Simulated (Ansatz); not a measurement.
Start from `CN[SiH](S)Cl` and change one atom or group to get `CO[SiH](S)Cl`.

Ansatz, PBE0-D4/def2-TZVP geometries, multiplicity 1. Each molecule was computed in one conformer, which needn't be the lowest.

| property | `CN[SiH](S)Cl` |
| --- | --- |
| HOMO energy (ωB97M-V/def2-TZVPP) / eV | -9.75 |
| HOMO–LUMO gap (ωB97M-V/def2-TZVPP) / eV | 11.77 |
| HOMO–LUMO gap (PBE0/def2-TZVPP) / eV | 7.57 |
| HOMO energy (PBE/def2-TZVPP) / eV | -6.06 |
| LUMO energy (ωB97M-V/def2-TZVPP) / eV | 2.02 |
| LUMO energy (B3LYP/def2-TZVPP) / eV | -0.09 |

Question: What does the change do to each property? (Estimate.)

Answer: The calculation gave: 
```tsv
property	`CO[SiH](S)Cl`	shift
HOMO energy (ωB97M-V/def2-TZVPP) / eV	-10.06	-0.31
HOMO–LUMO gap (ωB97M-V/def2-TZVPP) / eV	12.11	0.34
HOMO–LUMO gap (PBE0/def2-TZVPP) / eV	7.98	0.41
HOMO energy (PBE/def2-TZVPP) / eV	-6.59	-0.53
LUMO energy (ωB97M-V/def2-TZVPP) / eV	2.05	0.03
LUMO energy (B3LYP/def2-TZVPP) / eV	-0.14	-0.05
```

B3LYP here is the variant with VWN-RPA as its local correlation; programs differ in this.
